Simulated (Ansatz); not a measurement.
A nudged elastic band was laid between two geometries of BFH2O + H3P (9 atoms, charge 0, multiplicity 1).

Method: Ansatz, RKS PBE/6-31G*.

```yaml
movable_images: 5
climbing_image: yes
spring: 5.0 eV/Å²
optimiser: quadratic models (default)
start_path: through a guess of the saddle point
force_threshold: 0.03 eV/Å
iteration_limit: 60
end_points: relaxed
```

Image 0:

```xyz
9
Properties=species:S:1:pos:R:3
B -0.122 -1.024 -0.074
O -0.718 -0.838 1.126
H -0.579 0.088 1.448
H -0.188 -2.092 -0.625
F 0.554 -0.015 -0.676
P 0.189 2.454 1.539
H 0.110 3.606 2.387
H -0.148 3.171 0.348
H 1.600 2.568 1.331
```

Image 6:

```xyz
9
Properties=species:S:1:pos:R:3
B 0.245 0.549 0.253
O -0.212 -0.360 1.729
H -0.892 -0.983 1.386
H 1.284 -0.006 -0.022
F -0.844 0.273 -0.550
P 0.251 2.397 1.009
H 1.654 2.673 0.934
H -0.080 3.075 -0.208
H -0.707 0.301 2.272
```

(1) Which bonds break or form, and what moves?

(2) Give the energies along the band, and the barrier.

(3) What is the geometry of the highest image?

(4) What are the harmonic wavenumbers there?

## Answers

(1) Bonds broken: P6–H9. Bonds formed: B1–P6, O2–H9. BFH2O + H3P becomes BFH5OP.

(2) The forces met the threshold. The highest image is number 4 of 0 to 6, 145.9 kJ/mol above the first end and 16.9 kJ/mol above the last; the last end lies 129.0 kJ/mol above the first. A vibrational analysis at the climbing image gives one clearly imaginary mode, 180i cm⁻¹: a first-order saddle point. The orbitals stay closed-shell, which can raise the energy where a bond breaks towards radicals; this wasn't checked here.

```
image  path coordinate (Å)  energy (kJ/mol)  P6–H9 (Å)  B1–P6 (Å)  O2–H9 (Å)
    0                 0.00              0.0       1.43       3.85       4.13
    1                 1.71              8.4       1.43       3.76       3.42
    2                 3.43             15.9       1.44       3.79       2.91
    3                 5.14             65.0       1.48       2.88       2.01
    4                 6.86            145.9       2.82       2.02       0.98
    5                 8.07            137.3       2.69       2.00       0.99
    6                 9.27            129.0       2.63       2.00       0.99
```

(3) 
```xyz
9
Properties=species:S:1:pos:R:3
B 0.034 0.475 0.077
O 0.096 -0.173 1.742
H -0.748 -0.681 1.755
H 1.064 0.038 -0.380
F -1.129 -0.149 -0.334
P -0.153 2.473 0.296
H 0.460 2.566 1.606
H 1.097 2.799 -0.331
H -0.022 0.569 2.374
```

(4) 180i, 28, 222, 265, 307, 411, 560, 640, 692, 727, 785, 989, 1046, 1078, 1186, 1622, 2255, 2345, 2558, 3544, 3666 cm⁻¹.

The run took 5 min on 1 thread of Arm Neoverse V2, on a shared host, peak memory 0.12 GiB.
